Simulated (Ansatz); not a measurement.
The cluster Mg2O2. Charge 0, multiplicity 3. Geometry B3LYP-D4/def2-TZVPD, that of the charge -1 doublet; atoms count from 1.

Cartesian coordinates in Å:
```
Mg -0.551 1.050 0.330
Mg 0.551 -1.050 -0.330
O 0.166 0.506 -1.334
O -0.166 -0.506 1.334
```

At PBE0-D4/def2-TZVPD a singlet of charge 0 lies 1.63 eV below the triplet at the same geometry. The structure comes from a short search, and lower isomers may exist.

Question: Estimate the Mulliken populations from the PBE0/def2-TZVPD orbitals of Ansatz.

Answer: 
| atom | charge (e) | spin (α − β) |
| --- | --- | --- |
| Mg1 | 0.80 | 0.46 |
| Mg2 | 0.80 | 0.46 |
| O3 | -0.80 | 0.54 |
| O4 | -0.80 | 0.54 |
Mulliken values and Mayer orders depend strongly on the basis. With diffuse functions, as here, like atoms can get unlike values, and bond orders can come out too low or too high.

Question: Where does the spin sit?

Answer: Summed by element: Mg 0.93, O 1.07, of 2 unpaired in all. Largest on single atoms: O3 0.54, O4 0.54, Mg1 0.46.

Question: And the Mayer bond orders between bonded heavy atoms (over 0.3)?

Answer: Mg1–O3 0.54 (1.89 Å); Mg1–O4 0.54 (1.89 Å); Mg2–O3 0.54 (1.89 Å); Mg2–O4 0.54 (1.89 Å).
